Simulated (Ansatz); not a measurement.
Ansatz (an electronic-structure program) job for CH6GeOSi, SMILES [CH2]1O[SiH2][GeH2]1, PBE-D3(BJ)/def2-SVP. 

Ansatz 0.2 input:
```yaml
crystal:
  periodic: [false, false, false]
  atoms:
    - {symbol: C, position_ang: [-1.49226722, -0.13457292, 0.00000000]}
    - {symbol: O, position_ang: [-0.92544069, -1.46368362, 0.00000000]}
    - {symbol: Si, position_ang: [0.76592693, -1.32811292, -0.00000000]}
    - {symbol: Ge, position_ang: [0.19628634, 0.97772230, 0.00000000]}
    - {symbol: H, position_ang: [-2.11963863, 0.00844172, 0.89530297]}
    - {symbol: H, position_ang: [-2.11963864, 0.00844172, -0.89530298]}
    - {symbol: H, position_ang: [1.38996312, -1.94494928, -1.20376838]}
    - {symbol: H, position_ang: [1.38996312, -1.94494928, 1.20376839]}
    - {symbol: H, position_ang: [0.40616991, 1.84819441, 1.25287354]}
    - {symbol: H, position_ang: [0.40616990, 1.84819441, -1.25287354]}
basis:
  gaussian:
    orbitals: def2-SVP
hamiltonian:
  xc: pbe
  dispersion: d3bj
relax: {f_tol: 0.002, max_steps: 200}
```

Output:

```
WARN ansatz: RAYON_NUM_THREADS=1 ignored (pool sized by the plan → 1); use --threads N
Functional definition: PBE
integrals: 0.05 GiB planned
1196 factors; their error is unknown
mean field: 0.30 GiB planned
mean field evaluation 1: about -67542.1526 eV, gradient 5.7e1 eV
mean field evaluation 2: about -67487.7217 eV, gradient 1.6e2 eV
mean field evaluation 4: about -67548.4842 eV, gradient 1.7e1 eV
mean field evaluation 8: about -67549.0252 eV, gradient 2.2e-1 eV
mean field evaluation 16: about -67548.9452 eV, gradient 7.4e-5 eV
mean field -67548.94515603 eV, -2482.3779481646 hartree, gradient 7.4e-5 eV, S^2 0.000000; 0 other end points of the search recorded, 0 dependent functions left out
the calculation of the forces begins
reference -67548.94519377 eV, -2482.3779495515 hartree; 33, 33 occupied and 75, 75 virtual orbitals, 1196 factors
relax step   1: F+E_penalty+E_count = -67549.16020334 eV  Δ(F+E_penalty+E_count) = +0.000e0 eV  max|allowed force component| = 3.417e-1 eV/Å  Δτ_max = 0.0000 Å  (28 SCF iters, accepted)
these checks for a lower state are left out or cut short: starts, cluster_reference, orbital_swaps, neighbouring_geometries, increment
integrals: 0.05 GiB planned
1196 factors; their error is unknown
mean field: 0.30 GiB planned
mean field -67548.95976544 eV, -2482.3784850504 hartree, gradient 1.6e-5 eV, S^2 0.000000; 0 other end points of the search recorded, 0 dependent functions left out
the calculation of the forces begins
reference -67548.95980321 eV, -2482.3784864384 hartree; 33, 33 occupied and 75, 75 virtual orbitals, 1196 factors
relax step   2: F+E_penalty+E_count = -67549.17405262 eV  Δ(F+E_penalty+E_count) = -1.385e-2 eV  max|allowed force component| = 2.196e-1 eV/Å  Δτ_max = 0.0160 Å  (31 SCF iters, accepted)
these checks for a lower state are left out or cut short: starts, cluster_reference, orbital_swaps, neighbouring_geometries, increment
integrals: 0.05 GiB planned
1196 factors; their error is unknown
mean field: 0.30 GiB planned
mean field evaluation 32: about -67548.9619 eV, gradient 1.7e-5 eV
mean field -67548.96189072 eV, -2482.3785631530 hartree, gradient 1.7e-5 eV, S^2 0.000000; 0 other end points of the search recorded, 0 dependent functions left out
the calculation of the forces begins
reference -67548.96192850 eV, -2482.3785645413 hartree; 33, 33 occupied and 75, 75 virtual orbitals, 1196 factors
relax step   3: F+E_penalty+E_count = -67549.17586697 eV  Δ(F+E_penalty+E_count) = -1.814e-3 eV  max|allowed force component| = 7.126e-2 eV/Å  Δτ_max = 0.0076 Å  (31 SCF iters, accepted)
these checks for a lower state are left out or cut short: starts, cluster_reference, orbital_swaps, neighbouring_geometries, increment
integrals: 0.05 GiB planned
1196 factors; their error is unknown
mean field: 0.30 GiB planned
mean field -67548.96206024 eV, -2482.3785693829 hartree, gradient 2.3e-5 eV, S^2 0.000000; 0 other end points of the search recorded, 0 dependent functions left out
the calculation of the forces begins
reference -67548.96209800 eV, -2482.3785707704 hartree; 33, 33 occupied and 75, 75 virtual orbitals, 1196 factors
relax step   4: F+E_penalty+E_count = -67549.17603342 eV  Δ(F+E_penalty+E_count) = -1.664e-4 eV  max|allowed force component| = 2.743e-2 eV/Å  Δτ_max = 0.0022 Å  (23 SCF iters, accepted)
these checks for a lower state are left out or cut short: starts, cluster_reference, orbital_swaps, neighbouring_geometries, increment
integrals: 0.05 GiB planned
1196 factors; their error is unknown
mean field: 0.30 GiB planned
mean field -67548.96205172 eV, -2482.3785690698 hartree, gradient 1.2e-5 eV, S^2 0.000000; 0 other end points of the search recorded, 0 dependent functions left out
the calculation of the forces begins
reference -67548.96208946 eV, -2482.3785704565 hartree; 33, 33 occupied and 75, 75 virtual orbitals, 1196 factors
relax step   5: F+E_penalty+E_count = -67549.17604576 eV  Δ(F+E_penalty+E_count) = -1.234e-5 eV  max|allowed force component| = 9.318e-3 eV/Å  Δτ_max = 0.0018 Å  (23 SCF iters, accepted)
these checks for a lower state are left out or cut short: starts, cluster_reference, orbital_swaps, neighbouring_geometries, increment
integrals: 0.05 GiB planned
1196 factors; their error is unknown
mean field: 0.30 GiB planned
mean field -67548.96206562 eV, -2482.3785695807 hartree, gradient 7.9e-5 eV, S^2 0.000000; 0 other end points of the search recorded, 0 dependent functions left out
the calculation of the forces begins
reference -67548.96210336 eV, -2482.3785709677 hartree; 33, 33 occupied and 75, 75 virtual orbitals, 1196 factors
relax step   6: F+E_penalty+E_count = -67549.17606111 eV  Δ(F+E_penalty+E_count) = -1.536e-5 eV  max|allowed force component| = 5.718e-3 eV/Å  Δτ_max = 0.0011 Å  (20 SCF iters, accepted)
these checks for a lower state are left out or cut short: starts, cluster_reference, orbital_swaps, neighbouring_geometries, increment
integrals: 0.05 GiB planned
1196 factors; their error is unknown
mean field: 0.30 GiB planned
mean field -67548.96207176 eV, -2482.3785698063 hartree, gradient 2.2e-5 eV, S^2 0.000000; 0 other end points of the search recorded, 0 dependent functions left out
the calculation of the forces begins
reference -67548.96210950 eV, -2482.3785711932 hartree; 33, 33 occupied and 75, 75 virtual orbitals, 1196 factors
relax step   7: F+E_penalty+E_count = -67549.17606202 eV  Δ(F+E_penalty+E_count) = -9.092e-7 eV  max|allowed force component| = 7.241e-4 eV/Å  Δτ_max = 0.0002 Å  (19 SCF iters, accepted)
integrals: 0.05 GiB planned
1196 factors; their error is unknown
mean field: 0.30 GiB planned
mean field evaluation 64: about -67548.4471 eV, gradient 1.8e1 eV
mean field -67548.96207176 eV, -2482.3785698063 hartree, gradient 2.2e-5 eV, S^2 0.000000; 1 other end points of the search recorded, 0 dependent functions left out
the calculation of the forces begins
reference -67548.96210950 eV, -2482.3785711932 hartree; 33, 33 occupied and 75, 75 virtual orbitals, 1196 factors
Total energy: -67549.17609976 eV, -2482.3864351902 hartree
Atom 0 at    -1.494905    -0.145693     0.000000 Å, force     0.000267     0.000116     0.000000 eV/Å
Atom 1 at    -0.934961    -1.473731    -0.000000 Å, force    -0.000724     0.000096     0.000000 eV/Å
Atom 2 at     0.770068    -1.330062    -0.000000 Å, force     0.000400     0.000053     0.000000 eV/Å
Atom 3 at     0.192603     0.987523     0.000000 Å, force     0.000097    -0.000293    -0.000000 eV/Å
Atom 4 at    -2.126599     0.013751     0.900969 Å, force     0.000166    -0.000119     0.000018 eV/Å
Atom 5 at    -2.126599     0.013751    -0.900969 Å, force     0.000166    -0.000119    -0.000018 eV/Å
Atom 6 at     1.399431    -1.957517    -1.217143 Å, force    -0.000047    -0.000038     0.000080 eV/Å
Atom 7 at     1.399431    -1.957517     1.217143 Å, force    -0.000047    -0.000038    -0.000080 eV/Å
Atom 8 at     0.409512     1.862110     1.264764 Å, force    -0.000139     0.000171    -0.000007 eV/Å
Atom 9 at     0.409512     1.862110    -1.264764 Å, force    -0.000139     0.000171     0.000007 eV/Å
Dipole moment:     0.073067     0.242790    -0.000000 e Å
```

Self-consistency was reached.

Cost: about 15 core-seconds (a rough figure).
